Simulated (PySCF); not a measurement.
S4, SMILES S=[S][S]=S (connectivity only; charge and spin as stated), neutral, multiplicity 1. Atoms are numbered in the order given.

```xyz
4

S      0.0000    -1.0448    -0.9226
S      0.0000     1.0448    -0.9226
S      0.0000     1.5141     0.9226
S      0.0000    -1.5141     0.9226
```
Charge 0, spin multiplicity 1.

Geometry: ωB97X-D3(BJ)/def2-SVP. The values are those of a single conformer.

Level of theory: SMD-B3LYP/6-31G* (PySCF).

Solvation free energies are E(SMD) − E(gas) at the gas-phase geometry, for 1 M in both phases. In vacuum the dipole moment is 1.53 D.

Computed solvation free energies in water, ethanol, toluene:
```json
[
 {"solvent": "water", "ΔG(solv) (kcal/mol)": "-2.4", "its non-electrostatic (CDS) part": "-1.2", "dipole (D)": "2.15"},
 {"solvent": "ethanol", "ΔG(solv) (kcal/mol)": "-5.6", "its non-electrostatic (CDS) part": "-4.5", "dipole (D)": "2.11"},
 {"solvent": "toluene", "ΔG(solv) (kcal/mol)": "-5.6", "its non-electrostatic (CDS) part": "-5.1", "dipole (D)": "1.79"}
]
```
